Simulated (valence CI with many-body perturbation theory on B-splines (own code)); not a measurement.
Level structure of In XXVII

Level of theory: valence CI with perturbative core correlation (CI+MBPT): five valence electrons over a frozen Dirac-Fock core [Ar], radial functions for each j: 7 s, 7 p, 8 d, 6 f, 4 g, 1 h, with the one-electron correlation potential Σ1 (screened to all orders), the two-electron term Σ2, the three-electron term Σ3, Breit, model QED; selected single and double excitations, second order for the rest (own B-spline code, finite nucleus).

The last digits are not significant, and no measured levels were compared; by estimate large intervals hold to a few tenths of a per cent, small ones and those within an open d or f shell to about a per cent. Core correlation moves these levels by up to 13000 cm⁻¹, and in measured spectra 5 to 20 % of such shifts remained as error; rates that hang on mixing are uncertain with them. Only levels of the ground parity were solved; by the run's estimate the other parity begins above the list, which can be wrong where configurations are misplaced.

Levels 1 to 37 of 37, with energies above the lowest level, 3d⁵ ⁶S_5/2. "Leading %" is the weight of the configuration and term that name the level; weights of strongly mixed levels are sums over their largest components and can fall short. Lifetimes count E1, E2, E3, M1 and M2 decay at the calculated energies, and are blank where another channel may lead or the interval is too uncertain; long ones can be off by a factor of two.

| No. | Configuration | Term | J | E (eV) | Leading % | Second component | Lifetime |
| --- | --- | --- | --- | --- | --- | --- | --- |
| 1 | 3d⁵ | ⁶S | 5/2 | 0.000 | 77 | 18 % 3d⁵ ⁴P |  |
| 2 | 3d⁵ | ⁴G | 5/2 | 10.572 | 26 | 24 % 3d⁵ ²F | 175 μs |
| 3 | 3d⁵ | ⁴G | 7/2 | 15.105 | 58 | 16 % 3d⁵ ²F | 636 μs |
| 4 | 3d⁵ | ⁴P | 3/2 | 15.596 | 45 | 42 % 3d⁵ ⁴D | 90.2 μs |
| 5 | 3d⁵ | ⁴G | 11/2 | 15.764 | 70 | 22 % 3d⁵ ²H |  |
| 6 | 3d⁵ | ⁴G | 5/2 | 16.751 | 40 | 27 % 3d⁵ ⁴D | 134 μs |
| 7 | 3d⁵ | ⁴G | 9/2 | 16.958 | 77 | 10 % 3d⁵ ⁴F | 9.40 ms |
| 8 | 3d⁵ | ⁴P | 1/2 | 18.123 | 66 | 26 % 3d⁵ ⁴D | 2.69 ms |
| 9 | 3d⁵ | ⁴D | 7/2 | 20.999 | 57 | 24 % 3d⁵ ⁴G | 331 μs |
| 10 | 3d⁵ | ²D | 5/2 | 21.858 | 33 | 29 % 3d⁵ ⁴D | 103 μs |
| 11 | 3d⁵ | ²I | 11/2 | 23.829 | 67 | 22 % 3d⁵ ⁴G | 259 μs |
| 12 | 3d⁵ | ²F | 7/2 | 24.341 | 41 | 23 % 3d⁵ ⁴F | 369 μs |
| 13 | 3d⁵ | ⁴D | 1/2 | 24.478 | 73 | 23 % 3d⁵ ⁴P | 154 μs |
| 14 | 3d⁵ | ⁴D | 3/2 | 24.834 | 44 | 32 % 3d⁵ ²D | 185 μs |
| 15 | 3d⁵ | ²G | 9/2 | 25.864 | 48 | 23 % 3d⁵ ⁴F | 280 μs |
| 16 | 3d⁵ | ⁴F | 3/2 | 26.053 | 50 | 26 % 3d⁵ ⁴P | 60.3 μs |
| 17 | 3d⁵ | ²I | 13/2 | 26.186 | 100 |  | 1.50 ms |
| 18 | 3d⁵ | ²F | 5/2 | 27.716 | 32 | 22 % 3d⁵ ⁴F | 65.1 μs |
| 19 | 3d⁵ | ²H | 9/2 | 30.626 | 54 | 44 % 3d⁵ ⁴F | 73.0 μs |
| 20 | 3d⁵ | ⁴F | 5/2 | 31.175 | 33 | 28 % 3d⁵ ²F | 55.6 μs |
| 21 | 3d⁵ | ²G | 7/2 | 31.912 | 59 | 30 % 3d⁵ ²F | 275 μs |
| 22 | 3d⁵ | ²F | 5/2 | 33.746 | 45 | 20 % 3d⁵ ⁴F | 55.2 μs |
| 23 | 3d⁵ | ²D | 3/2 | 33.837 | 57 | 36 % 3d⁵ ⁴F | 135 μs |
| 24 | 3d⁵ | ²F | 7/2 | 34.583 | 64 | 24 % 3d⁵ ²G | 68.0 μs |
| 25 | 3d⁵ | ²S | 1/2 | 36.584 | 78 | 11 % 3d⁵ ⁴P | 64.0 μs |
| 26 | 3d⁵ | ⁴F | 7/2 | 36.840 | 47 | 31 % 3d⁵ ²F | 70.4 μs |
| 27 | 3d⁵ | ²H | 11/2 | 37.387 | 67 | 24 % 3d⁵ ²I | 50.8 μs |
| 28 | 3d⁵ | ²G | 9/2 | 37.632 | 49 | 28 % 3d⁵ ²H | 120 μs |
| 29 | 3d⁵ | ²D | 3/2 | 41.048 | 82 | 11 % 3d⁵ ⁴D | 37.5 μs |
| 30 | 3d⁵ | ²D | 5/2 | 41.668 | 58 | 30 % 3d⁵ ²F | 38.8 μs |
| 31 | 3d⁵ | ²D | 5/2 | 45.259 | 58 | 26 % 3d⁵ ²F | 43.4 μs |
| 32 | 3d⁵ | ²G | 9/2 | 45.541 | 96 |  |  |
| 33 | 3d⁵ | ²G | 7/2 | 47.578 | 83 | 14 % 3d⁵ ²F |  |
| 34 | 3d⁵ | ²P | 3/2 | 51.438 | 81 | 18 % 3d⁵ ²D |  |
| 35 | 3d⁵ | ²P | 1/2 | 55.194 | 88 | 10 % 3d⁵ ²S | 49.3 μs |
| 36 | 3d⁵ | ²D | 5/2 | 59.121 | 94 |  | 26.8 μs |
| 37 | 3d⁵ | ²D | 3/2 | 61.297 | 80 | 18 % 3d⁵ ²P | 30.3 μs |

Names give the largest LS component (configuration and term), which can be under half, so a name can repeat, a term be missing and a line seem to break the LS rules; names also repeat where a configuration has a term twice.

The ionisation energy to 3d⁴ ⁵D0 of the next ion comes out as 1412.2 eV (NIST: 1413 ± 4 eV (theoretical)). All 37 levels together are meant to be complete up to 63.770 eV.
